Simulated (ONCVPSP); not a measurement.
**Lu (Z = 71): one change to an ONCV potential, before and after**

ONCVPSP 4.0.1 input, shortened (lines: element, Z, core and valence counts, functional; n l f; lmax; l rc ep ncon nbas qcut; lloc lpopt rc5 dvloc0; l nproj debl; icmod fcfact rcfact), PBE, fully relativistic:

```
  Lu 71.00    9    5        4      upf
    1    0    2.00
    2    0    2.00
    2    1    6.00
    3    0    2.00
    3    1    6.00
    3    2   10.00
    4    0    2.00
    4    1    6.00
    4    2   10.00
    4    3   13.00
    5    0    2.00
    5    1    6.00
    5    2    2.00
    6    0    2.00
    3
    0    2.10    0.00    4    8    6.50
    1    2.20    0.00    3    6    7.10
    2    2.00    0.00    4    7    5.10
    3    0.90    0.00    4    8   15.40
    4    3    0.75    1.00
    0    2    3.30
    1    2    2.30
    2    2    3.70
    3    2    3.10
    3    3.25    1.45
```

Open shells are filled in proportion to 2j + 1.

Change: s: nbas 9.

Cutoffs: the cutoffs (Ha) at which the residual kinetic energy of the hardest occupied pseudo-wave falls to 1 and 0.1 mHa per electron; they do not see the model core or the augmentation charge, which bear on the density cutoff. Errors are all-electron minus pseudo energies relative to the spin-unpolarised reference configuration.

What does the change do?

The potential gets neither clearly harder nor softer (290 Ha and 355 Ha → 290 Ha and 355 Ha); both files keep a bound ghost (s); the errors of the 4 common tests hardly move.

```csv
quantity,base,changed
"cutoff, loose",290 Ha,290 Ha
"cutoff, tight",355 Ha,355 Ha
bound ghosts,s,s
GHOST(+) flags under 300 eV,"p3/2 at 45.9 eV, p1/2 at 80.4 eV","p3/2 at 45.9 eV, p1/2 at 80.4 eV"
"error for 4f14 5s2 5p6 5d1 6s2, meV [ΔE -10.81 eV]",-5.4,-5.0
"error for 4f14 5s2 5p6 5d1 6s1, meV [ΔE -3.44 eV]",+28,+28
"error for 4f14 5s2 5p6 5d1 6s0, meV [ΔE 9.84 eV]",+70,+71
"error for 4f14 5s2 5p6 5d2 6s1, meV [ΔE -7.81 eV]",+58,+59
s: phases at 2.14 bohr within 0.05 rad from the reference energy up to (Ha; the scan ends near 5),to the end of the scan,to the end of the scan
p3/2: phases at 2.23 bohr within 0.05 rad from the reference energy up to (Ha; the scan ends near 5),1.7,1.7
p1/2: phases at 2.23 bohr within 0.05 rad from the reference energy up to (Ha; the scan ends near 5),2.8,2.8
d5/2: phases at 2.04 bohr within 0.05 rad from the reference energy up to (Ha; the scan ends near 5),to the end of the scan,to the end of the scan
d3/2: phases at 2.04 bohr within 0.05 rad from the reference energy up to (Ha; the scan ends near 5),to the end of the scan,to the end of the scan
f7/2: phases at 0.91 bohr within 0.05 rad from the reference energy up to (Ha; the scan ends near 5),to the end of the scan,to the end of the scan
f5/2: phases at 0.91 bohr within 0.05 rad from the reference energy up to (Ha; the scan ends near 5),to the end of the scan,to the end of the scan
"rms error of d²Exc/dni dnj with the model core, mHa",3.49,3.49
```

 A true bound ghost makes a file unfit for plane-wave use even where its test errors are small: the radial tests pick states by their node count and pass the ghost by.
